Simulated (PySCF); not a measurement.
**Spinor energies of V¹⁶⁺ (vanadium, charge +16)**

Start: [He] 2s2 2p3; 2p1/2 filled at m_j = -1/2, +1/2; 2p3/2 filled at m_j = +3/2. Calculated with PySCF 2.14 in an even-tempered Gaussian basis (18 s from 3.4 bohr⁻², ratio 2.4; 11 p from 4.4 bohr⁻², ratio 2.4; 5 d from 18 bohr⁻², ratio 2.6; 5 f from 27 bohr⁻², ratio 2.6): generalised Hartree-Fock with the X2C-1e Hamiltonian and a Gaussian nucleus; one run each with spin-orbit coupling (SO) switched off, then screened by Boettger's factors.

| spinor shell | electrons | ε, spin-free (eV) | ε, screened SO (eV) | weight of nominal j (screened SO) | rms radius, screened SO (bohr) |
| --- | --- | --- | --- | --- | --- |
| 1s1/2 | 2 | -6238.2 | -6237.9 | 1.000 | 0.0763 |
| 2s1/2 | 2 | -1234.4 | -1234.3 | 1.000 | 0.313 |
| 2p1/2 | 2 | -1173.2 | -1174.8 | 0.630 | 0.275 |
| 2p3/2 | 1 | -1173.2 | -1169.9 | 1.000 | 0.276 |

```tsv
quantity	spin-free	screened SO
E (hartree)	-769.36971	-769.41312
M_J	3/2	3/2
⟨J²⟩	3.750	3.752
⟨L²⟩	0.000	0.081
⟨S²⟩	3.750	3.636
```

Each row is a mean over spinors that exchange with the open shell spreads, by up to 50.871 eV (2s1/2).

Rows whose weight is well below 1 are mixtures of j = l ± 1/2: exchange outweighs spin-orbit coupling there, and the label is only the starting occupation.

Without spin-orbit coupling the j labels of p, d and f shells carry no meaning; the spin-free column gives the mean over the occupied spinors of each nl shell.
